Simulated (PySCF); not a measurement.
RuFCl + HF → RuHCl + F₂

Level: PBE0 in the def2-TZVP basis family, computed in PySCF with density fitting; scalar-relativistic core potentials for atoms from Rb on, none lighter, no spin–orbit coupling; open shells unrestricted.

| species | state and structure | E (Eh) | ZPE (kJ/mol) | H(298 K) − H(0) (kJ/mol) | S° (J/(mol K)) |
| --- | --- | --- | --- | --- | --- |
| RuFCl | quintet, C∞v, Ru–Cl 2.224 Å, Ru–F 1.875 Å; Cl–Ru–F 180.0° | -654.78086 | 7.3 | 13.8 | 294.8 |
| HF | singlet, C∞v, H–F 0.920 Å | -100.39188 | 24.9 | 8.7 | 173.6 |
| RuHCl | quintet, Cs, Ru–Cl 2.258 Å, Ru–H 1.667 Å; Cl–Ru–H 152.7° | -555.52148 | 15.1 | 12.0 | 281.5 |
| F₂ | singlet, D∞h, F–F 1.376 Å | -199.40856 | 6.6 | 8.7 | 201.9 |

(1) What is the electronic reaction energy?

(2) Add zero-point, thermal and entropy terms for 298.15 K and 1 bar.

## Answers

(1) At PBE0/def2-TZVP, ΔE = 637.2 kJ/mol from the differences of the total energies times 2625.5, uphill. 

(2) ΔZPE = -10.5 and Δ[H(298) − H(0)] = -1.8 kJ/mol give ΔH° = 624.9 kJ/mol. ΔS° = 15.0 J/(mol K), so ΔG° = 624.9 − 298.15 × (0.0150) = 620 kJ/mol.

Open d or f shells are single determinants, so the state found may not be the ground state. The structures come from searches over a few start shapes, so lower isomers are not excluded.
